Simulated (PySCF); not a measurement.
# Ionising BePb

PBE; Be aug-cc-pVDZ, Pb aug-cc-pVDZ-PP with ECP60; scalar-relativistic core potentials (PySCF 2.14). Neutral (UKS): triplet (π ↑↑), Re = 2.413 Å, ωe = 422 cm⁻¹, De = 1.33 eV, HOMO -4.26 eV, LUMO -3.57 eV.

BePb⁺ (UKS): doublet (π ↑), Re = 2.613 Å, ωe = 337 cm⁻¹. The energies at the minima are -207.53572 hartree for BePb and -207.28444 for BePb⁺.

(1) Work out the adiabatic ionisation energy, without and with harmonic zero-point energies (1 hartree = 27.2114 eV, 1 eV = 8065.5 cm⁻¹), and the change of the bond length.

BePb⁻ (UKS): quartet (σ ↑, π ↑↑), Re = 2.513 Å, ωe = 365 cm⁻¹, De = 1.42 eV to Be + Pb⁻. The energies at the minima are -207.53572 hartree for BePb and -207.58777 for BePb⁻.

(2) Work out the adiabatic electron affinity, without and with harmonic zero-point energies (1 hartree = 27.2114 eV, 1 eV = 8065.5 cm⁻¹), and the change of the bond length.

These are scalar-relativistic numbers at best; spin–orbit coupling would shift them, the dissociation energy most. For an ion De counts to the pair picked by the measured ionisation energies or electron affinities, which need not be the lowest pair at this level. The highest Kohn–Sham level is positive in this anion. Much of that is self-interaction error, but it also means that the finite basis helps to hold the extra electron. States were picked by a PBE0 search and need not be the measured ground states.

Results:

(1) At PBE: 0.25128 hartree = 6.838 eV between the minima; the zero-point term (337.0 − 422.0)/2 cm⁻¹ = -0.005 eV makes it 6.832 eV. Re changes by +20.0 pm against the neutral. The electron leaves a π orbital, and the longer bond of the ion fits a bonding orbital, or a change in how ionic the bond is.

(2) At PBE: 0.05205 hartree = 1.416 eV between the minima; the zero-point term (422.0 − 365.0)/2 cm⁻¹ = +0.004 eV makes it 1.420 eV. Re changes by +10.0 pm against the neutral. The electron enters a σ orbital; the charge polarises the partner, so the anion is bound more strongly.
